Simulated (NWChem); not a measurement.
C₂H₆STe; SMILES CC[Te]S

```xyz
10

Te     0.7063    -0.1267     0.0528
C     -0.3020     1.7063    -0.5410
C     -1.4455     2.1057     0.3649
H     -0.6244     1.5598    -1.5817
H      0.5114     2.4510    -0.5461
H     -1.1024     2.3007     1.3919
H     -2.2080     1.3127     0.4074
H     -1.9335     3.0200    -0.0128
S     -1.2331    -1.5637    -0.0026
H     -1.1557    -1.9109    -1.3084
```
Atoms are numbered in this order, from 1.

Program: NWChem. Medium grid unless said otherwise, to which SCAN and Minnesota functionals are sensitive. Coordinates come from a PBE0/def2-SVP optimisation. No frequency run checked for a minimum. def2 effective core potentials on Te; no spin-orbit coupling. B3LYP is NWChem's, with the RPA form of VWN correlation.

Question: Among these, which level gives the lowest value of “dipole (D)”?
A. BLYP/def2-SVP
B. B3LYP/def2-SVP
C. LRC-wPBEh/def2-SVP
D. B97-2/def2-SVP

Answer: A, BLYP/def2-SVP. Values: BLYP/def2-SVP 1.64; B3LYP/def2-SVP 1.75; B97-2/def2-SVP 1.87; LRC-wPBEh/def2-SVP 1.91
